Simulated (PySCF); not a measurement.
## How methods differ on the excitation energy of S⁺

S⁺ [Ne] 3s2 3p3 (4S) → S⁺ [Ne] 3s2 3p2 3d1 (high-spin determinant), as a difference of total energies. Computed with PySCF 2.14 in aug-cc-pV(Q+d)Z, with no relativity, point nucleus. Correlated levels: valence: [Ne] frozen. The calculations carry no spin-orbit coupling.

```tsv
method	excitation energy (eV)
UHF	14.449
MP2 (valence)	14.180
SCS-MP2 (valence)	14.148
CCSD (valence)	14.238
CCSD(T) (valence)	13.844
```

**Question.** How much does correlation contribute at CCSD(T) (valence)?

**Answer.** 13.844 − (14.449) = -0.605 eV, measured against UHF.

A first-order spin-orbit estimate (lowest level to lowest level, LS coupling) adds -0.039 eV.

The promoted electron is Rydberg-like, and one or two diffuse shells describe it only roughly, which tends to raise the upper state.

The coupled-cluster amplitudes are large for the upper state (T1 above 0.03 or a double amplitude above 0.15), so a single reference is strained.

The determinant of the upper state mixes LS terms, which raises its energy above the lowest term, most at the Hartree-Fock and MP2 levels.
